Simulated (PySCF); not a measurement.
Si(GeH3)(OH)3 (GeH6O3Si), SMILES O[Si](O)(O)[GeH3].

Coordinates come from a PBE-D3(BJ)/def2-SVP optimisation. The values are those of a single conformer.

Computed with ωB97X/def2-TZVP (PySCF).

Gas-phase values at a fixed geometry.

Computed frontier levels, gap, dipole moment and polarisability:
highest occupied level: -10.37 eV
lowest empty level: 2.22 eV
orbital gap: 12.58 eV
dipole moment: 0.317 e·Å
quadrupole, principal values (traceless, Buckingham form, about the centre of nuclear charge): -3.01, 0.79, 2.22 D·Å
mean static polarisability: 66.9 bohr³ (9.91 Å³)
polarisability, principal values: 62.4, 62.9, 75.4 bohr³
